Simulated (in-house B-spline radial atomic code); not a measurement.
The numbers below are computed, except where a source is named.
## Fe in an electron gas of r_s = 1.5: phase shifts, screening and friction

A nucleus sits in a uniform electron gas with a rigid positive background. The Kohn-Sham equations are solved self-consistently in the spin-unpolarised LDA (PW92), non-relativistic, on B-splines with outgoing waves at the boundary and partial waves to l = 8. The model has no lattice, no bands and no magnetic solution. Atomic units; δ_l are the phase shifts at the Fermi level, counted so that each bound state adds π, and good to about 0.0005.

The density parameter is r_s = 1.5 bohr.

```tsv
l	δ_l (rad)
0	8.5927
1	6.1475
2	2.5542
3	0.0981
4	0.0257
5	0.0067
6	0.0018
7	0.0003
8	0.0000
```

Bound levels below the band bottom (hartree): s -253.1, s -28.43, p -24.42, s -2.395, p -1.242.

Question: Check the Friedel sum rule, and say where the screening charge sits.

Answer: k_F = (9π/4)^(1/3)/r_s = 1.27944. The rule is Z = (2/π) Σ (2l + 1) δ_l. The terms are s 5.470, p 11.741, d 8.130, f 0.437 and 0.212 beyond, in all 25.991 against Z = 26. Bound states hold 6 s, 12 p, 0 d electrons, so the scattering states carry 7.99 in all; where a term is smaller than its bound count, the bound level has drawn weight out of the band.

Question: Find the transport cross section and the electronic stopping of a 1 keV Fe ion (mass 55.84 u).

Answer: σ_tr = (4π/k_F²) Σ (l + 1) sin²(δ_l − δ_(l+1)). The terms for l = 0 to 3 are 0.4115, 0.3811, 1.2023, 0.0209, all together 2.0177, so σ_tr = 7.677 × 2.0177 = 15.489 bohr². With n = 3/(4π r_s³) = 0.07074, the friction coefficient is Q = n k_F σ_tr = 1.4018. For v well below v_F = 1.279, dE/dx = Q v; with 24801 eV per u at v = 1, v = √(1000/(24801 × 55.84)) = 0.0269, so dE/dx = 0.03767 hartree/bohr = 19.4 eV/nm. The largest term couples the d and f waves.
